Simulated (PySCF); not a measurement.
## [Ce(H2O)4]3+ at several levels of theory

Computed with PySCF 2.14.0 (density fitting, no spin-orbit coupling) at the geometry relaxed with PBE:

```xyz
13
[Ce(H2O)4]3+ (singlet in the valence; each metal's 4f electrons, 1 of them, lie in its core potential, out of spins and levels)
Ce    0.0000    0.0000    0.0000
O     1.4492    1.3977    1.3342
H     2.2574    1.1337    1.8475
H     1.3917    2.3762    1.4952
O    -1.4491   -1.3342    1.3977
H    -1.3918   -1.4951    2.3761
H    -2.2574   -1.8475    1.1337
O     1.4492   -1.3977   -1.3342
H     1.3917   -2.3762   -1.4952
H     2.2574   -1.1337   -1.8475
O    -1.4491    1.3342   -1.3977
H    -2.2574    1.8475   -1.1337
H    -1.3918    1.4951   -2.3761
```

```tsv
level	basis	state	HOMO (eV)	gap (eV)	charge on Ce1 (e)	population of f-type functions on Ce1 (polarisation alone where 4f lies in the core)	dipole about the centre of mass (D)	largest force component (eV/Å)
PBE	Ce lcecp-1-SVP with ECP47, O def2-SVP, H def2-SVP	singlet	-21.84	5.85	1.70	0.05	0.00	0.00
PBE	Ce lcecp-1-TZVP with ECP47, O def2-TZVP, H def2-TZVP	singlet	-21.93	5.97	2.06	0.08	0.00	0.21
PBE0	Ce def2-SVP with ECP28, O def2-SVP, H def2-SVP	doublet	-22.67	5.92	1.90	1.14	0.04	0.50
```

In the lcecp rows the 4f levels are missing from HOMO and gap, and the state counts the valence alone.

HOMO and gap are taken over both spins. Charges are Mulliken's, which hang on the basis. The relaxation used the grid (50, 194), these runs (75, 302) or, all-electron (x2c bases, spin-free X2C Hamiltonian), (99, 590).

Q: Order these levels, in the first row's basis, by the HOMO–LUMO gap they give here, smallest first.
A. BP86
B. TPSSh
C. HF
D. PBE0

A: A (5.89 eV), B (7.25 eV), D (8.60 eV), C (17.13 eV).

Q: And their other results?

A: 
```csv
level,state,HOMO (eV),gap (eV),charge on Ce1 (e),population of f-type functions on Ce1 (polarisation alone where 4f lies in the core),dipole about the centre of mass (D),largest force component (eV/Å)
BP86,singlet,-21.95,5.89,1.72,0.05,0.00,0.06
HF,singlet,-28.56,17.13,2.22,0.04,0.00,1.35
TPSSh,singlet,-22.68,7.25,1.84,0.05,0.00,0.23
PBE0,singlet,-23.72,8.60,1.87,0.05,0.00,0.48
```

In the first row's basis the gap widens with exact exchange: 5.8 to 5.9 eV for PBE, BP86 (none); 7.2 to 8.6 eV for TPSSh, PBE0 (a fixed share); 17.1 eV for Hartree–Fock (rising or full at long range).

An lcecp potential fixes the number of 4f electrons, so in runs with it no electron can move into or out of that shell.

Rows with open f shells in the valence may stand above their lowest state, and their gaps can end on f levels.
